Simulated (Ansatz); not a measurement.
`BO[SiH](C)Br` + CH₄ → `BO[SiH](C)C` + HBr  (formal exchange of groups at the Si–Br bond)

Program: Ansatz. Geometries: PBE0-D4/def2-TZVP. ΔE: electronic, gas phase. CBS: MP2 limit from def2 TZ/QZ plus the TZ coupled-cluster correction, frozen cores. This one scheme is used for every species. DFT in def2-TZVPP. B3LYP here is the variant with VWN-RPA as its local correlation; programs differ in this. For Br outer-core shells are correlated without core-valence functions, which leaves a few kJ/mol of doubt a bond. Scalar relativity is left out up to krypton. One conformer a species, not always the lowest.

Question: Is it downhill or uphill in electronic energy at CCSD(T)/CBS, and by how much? (Best estimate.)

Answer: Ansatz gave: Uphill: ΔE = +26.1 kcal/mol.

Question: What do these levels give: PBE-D4, r2SCAN-D4, B3LYP-D4, ωB97M-V, PBE, PBE0, B3LYP, MP2/def2-TZVPP, CCSD(T)/def2-TZVPP, HF/def2-QZVPP, SCS-MP2/def2-QZVPP, MP2/CBS(def2)? (Best estimate.)

Answer: The calculation gave: PBE-D4 25.1, r2SCAN-D4 26.1, B3LYP-D4 25.8, ωB97M-V 25.4, PBE 25.1, PBE0 25.6, B3LYP 25.6, MP2/def2-TZVPP 26.4, CCSD(T)/def2-TZVPP 24.8, HF/def2-QZVPP 27.5, SCS-MP2/def2-QZVPP 26.6, MP2/CBS(def2) 27.7 kcal/mol.

Largest T1 diagnostic among the species: 0.012.

In def2-TZVPP, CCSD(T) changes the Hartree–Fock value by −2.9 kcal/mol (the triples alone add −0.1 kcal/mol) and MP2 by −1.2 kcal/mol.
